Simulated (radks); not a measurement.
Problem. Species: Mn4+. Configuration: [Ar] 3d3. All-electron calculation, scalar-relativistic Kohn-Sham, BLYP, spin-polarised, spherical densities, point nucleus; open shells are filled with parallel spins first. Program: a radial shooting solver on a logarithmic mesh with Libxc functionals. Some entries of the table are withheld. Estimate them.

orbital  occ.  eigenvalue (hartree)  <r> (bohr)
1s down     1             -238.5232     0.06090
1s up       1             -238.5229     0.06090
2s up       1             -29.56905      0.2797
2s down     1             -29.50842      0.2793
2p up       3             -25.38635      0.2473
2p down     3             -25.33996      0.2469
3s up       1              -5.28499      0.8321
3s down     1              -5.14191      0.8353
3p up       3                   (1)      0.8690
3p down     3                   (2)      0.8744
3d up       3              -2.28384      0.9622
3d down     0              -2.15131      0.9839
4s up       0              -1.58152         (3)
4s down     0              -1.54741         (4)
4p up       0                   (5)       2.362

Solution. 
(1) 3p up eigenvalue (hartree): -4.11610
(2) 3p down eigenvalue (hartree): -3.97667
(3) 4s up <r> (bohr): 2.131
(4) 4s down <r> (bohr): 2.171
(5) 4p up eigenvalue (hartree): -1.29074
